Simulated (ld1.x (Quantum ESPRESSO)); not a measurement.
## What the settings do to the TM semilocal potential of iron (Fe)

Base potential:

iron, norm-conserving Troullier–Martins (semilocal form), made with ld1.x (Quantum ESPRESSO) 7.5 (PBEsol, scalar-relativistic). Core [Ne], reference 3s2 3p6 3d6 4s2 4p0. Waves: 3p (bound): rc 0.80 bohr; 3d (bound): rc 1.70 bohr; 3s (bound): rc 1.05 bohr. Local part: the s channel. Core correction: a·sin(br)/r model core inside 0.40 bohr.

Occupied shells without a wave of their own: 4s. They enter only through the test configuration that unscreens the potential, and ld1.x also counts them in the model core charge.

Cutoffs, loose and tight: the cutoffs (Ry, on a coarse ladder) from which the occupation-weighted sum of valence levels, in a spherical-Bessel basis at the reference potential, stays within 10 and 1 mRy of its value at 400 Ry. They do not see the model core or the augmentation charge, which bear on the density cutoff. Test errors are all-electron minus pseudo excitation energies from the reference, over the configurations 3s2 3p6 3d6 4s1 4p0; 3s2 3p6 3d6 4s0 4p0; 3s2 3p6 3d5 4s0 4p0; 3s2 3p6 3d6.5 4s1.5 4p0; 3s2 3p6 3d4 4s0 4p0; 3s1 3p6 3d6 4s2 4p0; 3s2 3p6 3d6 4s0 4p1. A dash means not determined; rows that change the core or the reference have their own tests.

With those shells counted twice in exchange and correlation these files are broken, and their errors move erratically; no question is asked of them.

In the semilocal form every listed channel keeps its own potential, so the choice of the local channel does not act on these tests. It acts once the file is put into the separable form.

A semilocal file is local in each channel, so a ghost entry of none says nothing of the separable form that plane-wave codes build from it.

```tsv
change	outcome	cutoff, loose	cutoff, tight	bound ghosts	largest test error (meV)
base	generated, misses its reference levels by 0.23 eV	160 Ry	260 Ry	none	-3049
local potential the p channel	generated, misses its reference levels by 0.23 eV	160 Ry	260 Ry	none	-3049
functional PBE	generated, misses its reference levels by 0.23 eV	160 Ry	260 Ry	none	-2738
wave 3s (bound): rc 1.05 bohr becomes 3s (bound): rc 0.92 bohr	generated	180 Ry	300 Ry	none	-2134
non-relativistic	generated, misses its reference levels by 0.21 eV	160 Ry	260 Ry	none	-2891
all radii but the core radius scaled by about 0.82 (s 0.86, p 0.66, d 1.40 bohr)	generated	260 Ry	over 300 Ry	none	-1935
form changed from semilocal to separable (Kleinman–Bylander), still TM; local potential the p channel	generated	160 Ry	260 Ry	none	-2147
reference 3s2 3p6 3d7 4s1 4p0	generated, misses its reference levels by 0.18 eV	160 Ry	260 Ry	none	-1484
wave 3p (bound): rc 0.80 bohr becomes 3p (bound): rc 0.66 bohr	generated, misses its reference levels by 0.23 eV	260 Ry	over 300 Ry	none	-3047
core correction a·sin(br)/r model core inside 0.54 bohr	generated, misses its reference levels by 0.23 eV	160 Ry	260 Ry	none	-3049
wave 3d (bound): rc 1.70 bohr becomes 3d (bound): rc 2.18 bohr	generated, misses its reference levels by 0.23 eV	160 Ry	260 Ry	none	-2645
core [Ar], valence charge 8; reference 3d6 4s1 4p1; waves now 4p (bound): rc 2.10 bohr; 3d (bound): rc 1.85 bohr; 4s (bound): rc 2.05 bohr; core correction Bessel-smoothed model core, default radius (core density twice the valence density)	generated	80 Ry	140 Ry	none	-1032
wave 3p (bound): rc 0.80 bohr becomes 3p (bound): rc 0.70 bohr	generated, misses its reference levels by 0.23 eV	180 Ry	300 Ry	none	-3048
```
